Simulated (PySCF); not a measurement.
Input of a run (PBE0-D3(BJ)/def2-SVP geometry optimisation, gas phase, def2 core potentials past Kr (PySCF 2.14.0)), started from GFN2-xTB:
```
{"job": {"xc": "PBE0", "basis": "def2-SVP", "d3": "d3bj", "grid": 1, "maxiter": 30, "shake": 0.01, "kind": "geom"}, "charge": 0, "multiplicity": 1}
I     -1.899460     0.324110    -1.514600
Si    -0.003470    -0.003840    -0.005340
I      1.932240    -0.774810    -1.319000
I      0.591030     2.130360     1.122620
I     -0.586770    -1.709790     1.678430
```

Output (energies in Eh, forces in Eh/bohr):
```
step   0  E = -1480.30935440  max force = 0.009241
step   1  E = -1480.30869224  max force = 0.007804
step   2  E = -1480.30982656  max force = 0.004800
step   3  E = -1480.31010175  max force = 0.000463
step   4  E = -1480.31011607  max force = 0.000509
step   5  E = -1480.31011690  max force = 0.000168
optimisation converged
```

Problem. Summarise the run.

Solution. The energy falls by 0.021 eV over 6 energy and gradient evaluations, the largest force component goes from 0.0092 to 1.7e-04 Eh/bohr, and the atoms move by 0.029 Å rms after alignment. The bond that changes most is Si2–I4 (ends: four-coordinate silicon; iodine bonded to Si), which shortens by 0.046 Å. Bonds longer at the end by more than 0.005 Å: 0 of 4; shorter: 4. The energy rose by more than 1e-6 Eh at step 1.

Problem. What are the final bond lengths?

Solution. I1–Si2 2.439 Å, Si2–I3 2.439 Å, Si2–I4 2.440 Å, Si2–I5 2.440 Å. Numbering counts from 1 in the input's order; the species is `I[Si](I)(I)I`.

The run used 122 basis functions and 43 SCF cycles in all. The run took 38 s wall, 97 s CPU on 2 threads, Intel Xeon 6975P-C (x86_64), shared host, and the process peaked at 0.59 GiB of memory.

Whether it is a minimum is left open (no frequencies).
